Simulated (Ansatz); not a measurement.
Sn5S5 (the lowest singlet isomer of a short search). The state is a singlet with charge 0. Geometry PBE0-D4/def2-SVP, basis def2-TZVP, Ansatz.

Cartesian coordinates in Å:
```
Sn -0.9357 -1.5208 -1.8291
Sn -0.4349 1.9965 -2.0008
Sn -1.2099 1.4405 1.5849
Sn 2.2826 0.8754 0.2639
Sn 0.3706 -2.6973 2.1463
S -2.1211 0.5025 -0.6400
S 0.5580 2.8531 0.2565
S -0.5183 -3.2241 -0.0056
S 0.7758 -0.1887 2.1338
S 1.2330 -0.0372 -1.9099
```

```csv
run,HOMO (eV),LUMO (eV)
A,-5.19,-3.30
B,-5.36,-3.44
C,-6.86,-2.18
D,-5.60,-3.45
E,-6.18,-2.87
```

In the def2 sets Sn takes a core potential; there is no spin–orbit coupling. The structure comes from a short search, and lower isomers may exist.

Problem. The runs used BHLYP, BLYP, PBE, PBE0, r2SCAN. Estimate which is which.

Solution. A BLYP (0 % exact exchange); B PBE (0 % exact exchange); C BHLYP (50 % exact exchange); D r2SCAN (0 % exact exchange); E PBE0 (25 % exact exchange). Exact exchange lowers occupied and raises empty levels; among semilocal functionals meta-GGAs tend to open the gap a little, and such runs are hard to tell apart. The gap grows from 1.88 eV (BLYP) to 4.68 eV (BHLYP).
